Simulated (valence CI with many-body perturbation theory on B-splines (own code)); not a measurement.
## Dy35+: calculated level list

Calculated by configuration interaction combined with many-body perturbation theory (CI+MBPT): three valence electrons over a frozen Dirac-Fock core [Ar] 3d10, radial functions for each j: 11 s, 11 p, 10 d, 8 f, 5 g, 2 h, with the one-electron correlation potential Σ1 (screened to all orders), the two-electron term Σ2, the three-electron term Σ3, Breit, model QED; selected single and double excitations, second order for the rest, scaled by the run's own slope (own B-spline code, finite nucleus).

The last digits are not significant, and no measured levels were compared; by estimate large intervals hold to a few tenths of a per cent, small ones and those within an open d or f shell to about a per cent.

Levels 91 to 135 of 189, with energies above the lowest level, (4s^2 4p1/2) J=1/2. "Leading %" is the weight of the configuration and term that name the level; weights of strongly mixed levels are sums over their largest components and can fall short, so below about 35 % the name and the second component can differ from the true leading terms, or belong to a minority configuration. In the jj column 3d3/2^4 stands for four electrons in 3d with j = 3/2.

```
No.  Configuration  Term     J  E (× 10³ cm⁻¹)  Leading %  Second component      g                Leading jj
 91       4s.4p.4f    4D   1/2          3710.5         96                    0.020     4s 4p3/2 4f5/2 (96 %)
 92       4s.4p.4f    4D   3/2          3710.6         32  14 % 4s.4p.4f 4F  0.955     4s 4p3/2 4f5/2 (47 %)
 93       4s.4p.4f    4G   9/2          3712.4         33    30 % 4s.4d2 4F  1.263     4s 4p3/2 4f5/2 (35 %)
 94         4p2.4d    2D   5/2          3712.4         18  17 % 4s.4p.4f 4D  1.125     4s 4p3/2 4f7/2 (38 %)
 95         4s.4d2    2D   5/2          3726.1         26    22 % 4s.4d2 4P  1.207         4s 4d5/2^2 (41 %)
 96         4p2.4d    2D   5/2          3736.0         22    18 % 4s.4d2 2F  1.163      4p3/2^2 4d5/2 (31 %)
 97       4s.4p.4f    2F   7/2          3756.2         49  24 % 4s.4p.4f 4D  1.186     4s 4p3/2 4f7/2 (74 %)
 98       4s.4p.4f    2F   5/2          3777.1         51   8 % 4s.4p.4f 4G  0.980     4s 4p3/2 4f5/2 (56 %)
 99         4s.4d2    2P   1/2          3782.6         48    22 % 4s.4d2 2S  1.221     4s 4d3/2 4d5/2 (50 %)
100         4s.4d2    2F   7/2          3785.0         43  19 % 4s.4p.4f 2F  1.119     4s 4p3/2 4f7/2 (32 %)
101       4s.4p.4f    2G   9/2          3820.0         80    16 % 4s.4d2 2G  1.112     4s 4p3/2 4f7/2 (50 %)
102       4s.4p.4f    2D   3/2          3834.2         55    16 % 4s.4d2 2D  0.806     4s 4p3/2 4f7/2 (43 %)
103         4s.4d2    2S   1/2          3869.2         54    27 % 4s.4d2 2P  1.562         4s 4d5/2^2 (74 %)
104         4s.4d2    2P   3/2          3869.8         43  26 % 4s.4p.4f 2D  1.126         4s 4d5/2^2 (38 %)
105       4s.4p.4f    2G   9/2          3885.7         47    24 % 4s.4d2 2G  1.140     4s 4p3/2 4f7/2 (54 %)
106       4s.4p.4f    2G   7/2          3890.1         35  20 % 4s.4p.4f 2F  1.014     4s 4p3/2 4f5/2 (54 %)
107       4s.4p.4f    2D   5/2          3895.7         66    10 % 4s.4d2 2D  1.187     4s 4p3/2 4f7/2 (75 %)
108       4s.4p.4f    2D   3/2          3913.6         42    16 % 4p2.4d 2D  0.944     4s 4p3/2 4f5/2 (35 %)
109         4s.4d2    2F   7/2          3915.4         20  19 % 4s.4p.4f 2F  1.019     4s 4p3/2 4f7/2 (40 %)
110         4p2.4d    2F   5/2          3934.6         24  14 % 4s.4p.4f 2F  1.013      4p3/2^2 4d5/2 (35 %)
111         4p2.4f   4G°   5/2          3957.7         32   24 % 4p2.4f 2F°  0.828      4p1/2^2 4f5/2 (87 %)
112         4p2.4f   2F°   7/2          3992.1         30   17 % 4p2.4f 4D°  1.135      4p1/2^2 4f7/2 (93 %)
113         4p.4d2   4G°   5/2          4104.3         56   25 % 4p.4d2 2F°  0.726      4p1/2 4d3/2^2 (85 %)
114         4p.4d2   4G°   7/2          4191.3         58    9 % 4p.4d2 2G°  1.012  4p1/2 4d3/2 4d5/2 (89 %)
115         4p.4d2   4D°   1/2          4202.7         50   32 % 4p.4d2 2P°  0.599      4p1/2 4d3/2^2 (94 %)
116         4p.4d2   2D°   5/2          4208.9         26   18 % 4p.4d2 4D°  1.048  4p1/2 4d3/2 4d5/2 (88 %)
117         4p.4d2   4F°   3/2          4213.6         40   31 % 4p.4d2 2D°  0.734      4p1/2 4d3/2^2 (53 %)
118         4p.4d2   2H°   9/2          4214.5         44   18 % 4p.4d2 2G°  1.007  4p1/2 4d3/2 4d5/2 (80 %)
119         4p.4d2   2D°   3/2          4237.8         31   28 % 4p.4d2 4D°  1.124  4p1/2 4d3/2 4d5/2 (53 %)
120         4p.4d2   4P°   1/2          4243.7         50   25 % 4p.4d2 4D°  1.821  4p1/2 4d3/2 4d5/2 (99 %)
121         4p.4d2   2G°   7/2          4300.7         25   24 % 4p.4d2 2F°  1.067  4p1/2 4d3/2 4d5/2 (36 %)
122         4p.4d2   4F°   5/2          4305.8         20   18 % 4p.4d2 4D°  1.087  4p1/2 4d3/2 4d5/2 (76 %)
123         4p.4d2   4D°   7/2          4320.1         37   17 % 4p.4d2 2F°  1.261      4p1/2 4d5/2^2 (39 %)
124         4p.4d2   4G°   9/2          4321.3         34   14 % 4p.4d2 2G°  1.146      4p1/2 4d5/2^2 (65 %)
125         4p.4d2   4D°   3/2          4331.0         39   20 % 4p.4d2 2P°  1.150  4p1/2 4d3/2 4d5/2 (71 %)
126         4p2.4f   2G°   7/2          4343.1         68   25 % 4p2.4f 4G°  0.919  4p1/2 4p3/2 4f5/2 (86 %)
127         4p2.4f   4G°   5/2          4349.6         32   24 % 4p2.4f 2D°  1.011  4p1/2 4p3/2 4f5/2 (61 %)
128         4p.4d2   4P°   3/2          4365.5         36   18 % 4p.4d2 4S°  1.409      4p1/2 4d5/2^2 (48 %)
129         4p2.4f   2D°   5/2          4370.5         21   20 % 4p2.4f 2F°  1.079  4p1/2 4p3/2 4f5/2 (41 %)
130         4p2.4f   4G°   9/2          4370.8         40   20 % 4p2.4f 2G°  1.103  4p1/2 4p3/2 4f5/2 (46 %)
131         4p2.4f   4F°   3/2          4376.7         62   10 % 4p2.4f 2D°  0.669  4p1/2 4p3/2 4f5/2 (77 %)
132         4p2.4f   2H°  11/2          4377.3         56   34 % 4p2.4f 4G°  1.153  4p1/2 4p3/2 4f7/2 (90 %)
133         4p2.4f   4F°   9/2          4378.3         52   32 % 4p2.4f 2G°  1.233  4p1/2 4p3/2 4f7/2 (94 %)
134         4p2.4f   4F°   5/2          4378.4         34   23 % 4p2.4f 2F°  1.010  4p1/2 4p3/2 4f7/2 (40 %)
135         4p2.4f   4G°   7/2          4381.9         24   23 % 4p2.4f 2F°  1.134  4p1/2 4p3/2 4f7/2 (70 %)
```

Where two levels of one J and parity lie close, their mixing, g and order are uncertain.
